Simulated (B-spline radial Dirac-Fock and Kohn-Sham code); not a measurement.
## K emission of Pb⁺

System: Pb⁺, [Xe] 4f14 5d10 6s2 6p1.

These are calculated numbers from a B-spline atomic structure program; the model is one-electron (LDA, Dirac) transition rates at Dirac-Fock energies.

| line | multipole | energy (eV) | rate (s⁻¹) | share (%) |
| --- | --- | --- | --- | --- |
| K-L1 | M1 | 72132.1 | 4.28e+13 | 0.0496 |
| K-L2 | E1 | 72800.3 | 2.54e+16 | 29.4 |
| K-L3 | E1 | 74964.7 | 4.27e+16 | 49.4 |
| K-M1 | M1 | 84141.5 | 1.35e+13 | 0.0156 |
| K-M2 | E1 | 84440.0 | 4.69e+15 | 5.43 |
| K-M3 | E1 | 84928.0 | 9.16e+15 | 10.6 |
| K-M4 | E2 | 85412.7 | 1.30e+14 | 0.150 |
| K-M5 | E2 | 85514.8 | 1.57e+14 | 0.182 |
| K-N2 | E1 | 87229.5 | 1.12e+15 | 1.30 |
| K-N3 | E1 | 87349.7 | 2.22e+15 | 2.57 |
| K-N4 | E2 | 87560.6 | 3.45e+13 | 0.0400 |
| K-N5 | E2 | 87583.0 | 4.18e+13 | 0.0484 |
| K-O2 | E1 | 87891.1 | 2.19e+14 | 0.254 |
| K-O3 | E1 | 87913.2 | 4.23e+14 | 0.489 |

The listed lines hold 100.0 % of the radiative rate. The radiative width is 56.8 eV in the length form and 58.1 eV in the velocity form; the two differ because the transition energies are not eigenvalue differences of the potential that gave the orbitals. Kα2/Kα1 is 0.595 and Kβ/Kα is 0.268.
